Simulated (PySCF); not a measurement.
H3Al, charge +1, doublet, geometry from GFN2-xTB (such geometries of metal compounds can be far from the true shape) (a state made from the parent by changing its charge; the spin is typed, not shown lowest), atoms displaced at random by about 0.08 Å a coordinate; R2SCAN/6-31G, gradient by finite differences (PySCF).

PySCF was given this input:
```python
from pyscf import gto, scf, dft

mol = gto.Mole()
mol.atom = '''
    Al    0.11461056    0.01561365   -0.09098532
    H     0.63023920   -0.39177617    1.27022341
    H    -0.33028494    1.56454430   -0.32171966
    H    -0.31666199   -1.11858384   -1.24606933
'''
mol.basis = '6-31g'
mol.charge = 1
mol.spin = 1
mol.verbose = 4
mol.build()

mf = dft.UKS(mol)
mf.xc = 'r2scan'
mf.conv_tol = 1e-11
mf.kernel()
scan, done = mf.as_scanner(), []
scan.scf_summary = {}
def energy(d):
    c = mol.atom_coords()
    c[0, 0] += d
    e = scan(mol.set_geom_(c, unit='Bohr', inplace=False))
    done.append(scan.converged)
    return e
h = 1e-4
fd = (energy(h) - energy(-h)) / (2 * h)
print('dE/dx =', fd)
```

The log (banner, timings and long lists left out):

```
PySCF version 2.14.0

[INPUT] verbose = 4
[INPUT] num. atoms = 4
[INPUT] num. electrons = 15
[INPUT] charge = 1
[INPUT] spin (= nelec alpha-beta = 2S) = 1
[INPUT] symmetry False subgroup None
[INPUT] Mole.unit = angstrom
[INPUT] Symbol           X                Y                Z      unit          X                Y                Z       unit  Magmom
[...]
nuclear repulsion = 13.4557143093369
number of shells = 13
number of NR pGTOs = 58
number of NR cGTOs = 19
basis = 6-31g
ecp = {}

******** <class 'pyscf.dft.uks.UKS'> ********
method = UKS
initial guess = minao
damping factor = 0
level_shift factor = 0
DIIS = <class 'pyscf.scf.diis.CDIIS'>
diis_start_cycle = 1
diis_space = 8
diis_damp = 0
SCF conv_tol = 1e-11
SCF conv_tol_grad = None
SCF max_cycles = 50
direct_scf = True
direct_scf_tol = 1e-13
number electrons alpha = 8  beta = 7
XC library pyscf.dft.libxc version 7.1.2
    S. Lehtola, C. Steigemann, M. J. T. Oliveira, and M. A. L. Marques,  SoftwareX 7, 1–5 (2018)
XC functionals = r2scan
    J. W. Furness, A. D. Kaplan, J. Ning, J. P. Perdew, and J. Sun,  J. Phys. Chem. Lett. 11, 8208–8215 (2020)
    J. W. Furness, A. D. Kaplan, J. Ning, J. P. Perdew, and J. Sun,  J. Phys. Chem. Lett. 11, 9248–9248 (2020)
    J. W. Furness, A. D. Kaplan, J. Ning, J. P. Perdew, and J. Sun,  J. Phys. Chem. Lett. 11, 8208–8215 (2020)
    J. W. Furness, A. D. Kaplan, J. Ning, J. P. Perdew, and J. Sun,  J. Phys. Chem. Lett. 11, 9248–9248 (2020)
radial grids:
    Treutler-Ahlrichs [JCP 102, 346 (1995); DOI:10.1063/1.469408] (M4) radial grids

becke partition: Becke, JCP 88, 2547 (1988); DOI:10.1063/1.454033
pruning grids: <function nwchem_prune>
grids dens level: 3
symmetrized grids: False
atomic radii adjust function: <function treutler_atomic_radii_adjust>
small_rho_cutoff = 0
Set gradient conv threshold to 3.16228e-06
tot grids = 48608
init E= -243.875460225455

cycle= 1 E= -243.689907147139  delta_E= 0.186  |g|= 0.142  |ddm|= 1.05
cycle= 2 E= -243.624319872853  delta_E= 0.0656  |g|= 0.229  |ddm|= 0.837
cycle= 3 E= -243.709186846209  delta_E= -0.0849  |g|= 0.0738  |ddm|= 0.77
cycle= 4 E= -243.713374703515  delta_E= -0.00419  |g|= 0.0469  |ddm|= 0.16
cycle= 5 E= -243.709005507448  delta_E= 0.00437  |g|= 0.0746  |ddm|= 0.337
cycle= 6 E= -243.716147077861  delta_E= -0.00714  |g|= 0.0223  |ddm|= 0.238
cycle= 7 E= -243.716860838884  delta_E= -0.000714  |g|= 0.00631  |ddm|= 0.0457
cycle= 8 E= -243.71692725812  delta_E= -6.64e-05  |g|= 0.00367  |ddm|= 0.0217
cycle= 9 E= -243.716931316422  delta_E= -4.06e-06  |g|= 0.00415  |ddm|= 0.0124
cycle= 10 E= -243.716934816145  delta_E= -3.5e-06  |g|= 0.00437  |ddm|= 0.00841
cycle= 11 E= -243.716935285705  delta_E= -4.7e-07  |g|= 0.00434  |ddm|= 0.000317
cycle= 12 E= -243.716935308862  delta_E= -2.32e-08  |g|= 0.00434  |ddm|= 4.07e-05
cycle= 13 E= -243.716966972006  delta_E= -3.17e-05  |g|= 0.00497  |ddm|= 0.0547
cycle= 14 E= -243.716766947901  delta_E= 0.0002  |g|= 0.00767  |ddm|= 0.183
cycle= 15 E= -243.716803650486  delta_E= -3.67e-05  |g|= 0.00581  |ddm|= 0.0134
cycle= 16 E= -243.716935244836  delta_E= -0.000132  |g|= 0.00602  |ddm|= 0.16
cycle= 17 E= -243.716901449999  delta_E= 3.38e-05  |g|= 0.00725  |ddm|= 0.0166
cycle= 18 E= -243.716846987014  delta_E= 5.45e-05  |g|= 0.00863  |ddm|= 0.0353
cycle= 19 E= -243.716833149604  delta_E= 1.38e-05  |g|= 0.00888  |ddm|= 0.0109
cycle= 20 E= -243.716875221354  delta_E= -4.21e-05  |g|= 0.00799  |ddm|= 0.0307
cycle= 21 E= -243.716834864022  delta_E= 4.04e-05  |g|= 0.0118  |ddm|= 0.161
cycle= 22 E= -243.716685029633  delta_E= 0.00015  |g|= 0.0158  |ddm|= 0.0098
cycle= 23 E= -243.716998344421  delta_E= -0.000313  |g|= 0.00502  |ddm|= 0.0299
cycle= 24 E= -243.717033044943  delta_E= -3.47e-05  |g|= 0.000564  |ddm|= 0.0128
cycle= 25 E= -243.717033752758  delta_E= -7.08e-07  |g|= 0.000317  |ddm|= 0.00619
cycle= 26 E= -243.717033895484  delta_E= -1.43e-07  |g|= 4.97e-05  |ddm|= 0.00101
cycle= 27 E= -243.717033901466  delta_E= -5.98e-09  |g|= 5.65e-06  |ddm|= 0.0006
[...]
converged SCF energy = -243.717033901509  <S^2> = 0.7778694  2S+1 = 2.0276779
[...]
radial grids:
    Treutler-Ahlrichs [JCP 102, 346 (1995); DOI:10.1063/1.469408] (M4) radial grids

becke partition: Becke, JCP 88, 2547 (1988); DOI:10.1063/1.454033
pruning grids: <function nwchem_prune>
grids dens level: 3
symmetrized grids: False
atomic radii adjust function: <function treutler_atomic_radii_adjust>
small_rho_cutoff = 0
Set gradient conv threshold to 3.16228e-06
tot grids = 48608
init E= -243.717033285832
cycle= 1 E= -243.717034454964  delta_E= -1.17e-06  |g|= 2.51e-06  |ddm|= 2.42e-05
cycle= 2 E= -243.717034454984  delta_E= -2.03e-11  |g|= 4.19e-06  |ddm|= 2.32e-05
cycle= 3 E= -243.717034454996  delta_E= -1.15e-11  |g|= 2.27e-06  |ddm|= 5.11e-06
cycle= 4 E= -243.717034454958  delta_E= 3.8e-11  |g|= 7.48e-06  |ddm|= 2.51e-05
cycle= 5 E= -243.717034454996  delta_E= -3.78e-11  |g|= 6e-06  |ddm|= 1.22e-05
cycle= 6 E= -243.717034455065  delta_E= -6.96e-11  |g|= 1.31e-06  |ddm|= 4.66e-05
cycle= 7 E= -243.717034455068  delta_E= -2.56e-12  |g|= 1.94e-07  |ddm|= 8.8e-06
Extra cycle  E= -243.717034455067  delta_E= 1.02e-12  |g|= 6.3e-07  |ddm|= 2.36e-06
converged SCF energy = -243.717034455067  <S^2> = 0.77787565  2S+1 = 2.027684

WARN: Mole.unit (angstrom) is changed to Bohr

New geometry
   1 Al     0.114557642279   0.015613650000  -0.090985320000 AA    0.216482569383   0.029505522305  -0.171937336156 Bohr
   2 H      0.630239200000  -0.391776170000   1.270223410000 AA    1.190979480965  -0.740349663431   2.400374361911 Bohr
   3 H     -0.330284940000   1.564544300000  -0.321719660000 AA   -0.624148079668   2.956560236749  -0.607962046288 Bohr
   4 H     -0.316661990000  -1.118583840000  -1.246069330000 AA   -0.598404435160  -2.113817104964  -2.354729765920 Bohr

******** <class 'pyscf.scf.hf.UKS_Scanner'> ********
method = UKS_Scanner
initial guess = minao
damping factor = 0
level_shift factor = 0
DIIS = <class 'pyscf.scf.diis.CDIIS'>
diis_start_cycle = 1
diis_space = 8
diis_damp = 0
SCF conv_tol = 1e-11
SCF conv_tol_grad = None
SCF max_cycles = 50
direct_scf = True
direct_scf_tol = 1e-13
number electrons alpha = 8  beta = 7
XC library pyscf.dft.libxc version 7.1.2
    S. Lehtola, C. Steigemann, M. J. T. Oliveira, and M. A. L. Marques,  SoftwareX 7, 1–5 (2018)
XC functionals = r2scan
    J. W. Furness, A. D. Kaplan, J. Ning, J. P. Perdew, and J. Sun,  J. Phys. Chem. Lett. 11, 8208–8215 (2020)
    J. W. Furness, A. D. Kaplan, J. Ning, J. P. Perdew, and J. Sun,  J. Phys. Chem. Lett. 11, 9248–9248 (2020)
    J. W. Furness, A. D. Kaplan, J. Ning, J. P. Perdew, and J. Sun,  J. Phys. Chem. Lett. 11, 8208–8215 (2020)
    J. W. Furness, A. D. Kaplan, J. Ning, J. P. Perdew, and J. Sun,  J. Phys. Chem. Lett. 11, 9248–9248 (2020)
radial grids:
    Treutler-Ahlrichs [JCP 102, 346 (1995); DOI:10.1063/1.469408] (M4) radial grids

becke partition: Becke, JCP 88, 2547 (1988); DOI:10.1063/1.454033
pruning grids: <function nwchem_prune>
grids dens level: 3
symmetrized grids: False
atomic radii adjust function: <function treutler_atomic_radii_adjust>
small_rho_cutoff = 0
Set gradient conv threshold to 3.16228e-06
tot grids = 48608
init E= -243.717035683004
cycle= 1 E= -243.717033347298  delta_E= 2.34e-06  |g|= 7.28e-06  |ddm|= 5.67e-05
cycle= 2 E= -243.717033347293  delta_E= 5e-12  |g|= 7.36e-06  |ddm|= 2.52e-05
cycle= 3 E= -243.717033347207  delta_E= 8.61e-11  |g|= 1.64e-05  |ddm|= 7.5e-05
cycle= 4 E= -243.717033347236  delta_E= -2.97e-11  |g|= 1.57e-05  |ddm|= 1.52e-06
cycle= 5 E= -243.717033347443  delta_E= -2.07e-10  |g|= 1.22e-05  |ddm|= 3.68e-05
cycle= 6 E= -243.717033347723  delta_E= -2.8e-10  |g|= 2.89e-06  |ddm|= 9.02e-05
cycle= 7 E= -243.717033347737  delta_E= -1.37e-11  |g|= 6.38e-07  |ddm|= 1.93e-05
cycle= 8 E= -243.717033347738  delta_E= -8.53e-13  |g|= 1.52e-07  |ddm|= 1.84e-06
Extra cycle  E= -243.717033347737  delta_E= 1.02e-12  |g|= 4.73e-07  |ddm|= 1.76e-06
converged SCF energy = -243.717033347737  <S^2> = 0.77786278  2S+1 = 2.0276714
dE/dx = -0.005536649894111179
```
